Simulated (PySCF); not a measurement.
**Orbital picture of AlGa⁺**

M06 at R = 3.204 Å; Al 6-31G(d,p), Ga 6-31G(d,p); no relativity (PySCF 2.14). State: ²Σ⁺ (doublet), unpaired electrons σ ↑. Only the outer orbitals are listed, counted within each symmetry.

```csv
spin,orbital,occ.,ε (eV),on Al (%),main shells (%)
α,1δ,1,-29.42,0,100 Ga d
α,1δ,1,-29.42,0,100 Ga d
α,4π,1,-29.33,0,100 Ga d
α,4π,1,-29.33,0,100 Ga d
α,9σ,1,-29.29,0,100 Ga d
α,10σ,1,-15.89,18,"80 Ga s, 16 Al s"
α,11σ,1,-13.83,81,"81 Al s, 17 Ga s"
α,12σ,1,-9.32,52,"50 Al p, 45 Ga p"
α,5π,0,-7.41,35,"65 Ga p, 34 Al p"
α,5π,0,-7.41,35,"65 Ga p, 34 Al p"
α,6π,0,-6.28,65,"65 Al p, 35 Ga p"
β,1δ,1,-29.40,0,100 Ga d
β,1δ,1,-29.40,0,100 Ga d
β,4π,1,-29.28,0,100 Ga d
β,4π,1,-29.28,0,100 Ga d
β,9σ,1,-29.24,0,100 Ga d
β,10σ,1,-15.67,15,"84 Ga s, 12 Al s"
β,11σ,1,-13.33,84,"85 Al s, 13 Ga s"
β,12σ,0,-7.50,46,"53 Ga p, 41 Al p"
β,5π,0,-7.38,28,"72 Ga p, 28 Al p"
β,5π,0,-7.38,28,"72 Ga p, 28 Al p"
```

Problem. Which are the highest filled and the lowest empty level, where do they sit, and how wide is the gap?

Solution. Highest filled α 12σ at -9.32 eV (in %: 50 Al p, 45 Ga p); lowest empty β 12σ at -7.50 eV (in %: 53 Ga p, 41 Al p); the gap at M06 is 1.82 eV.

The bond order (Mayer) is 0.55, the ⟨S²⟩ is 0.753 and the charge on Al (Mulliken, basis-dependent) is 0.49. The charge on Al (Löwdin, basis-dependent) is 0.55. The dipole moment (positive dipole points towards Ga; it is taken about the centre of mass and depends on that origin) is -3.50 D.

Spin–orbit coupling is left out. The state was picked by a PBE0 search and need not be the measured ground state.
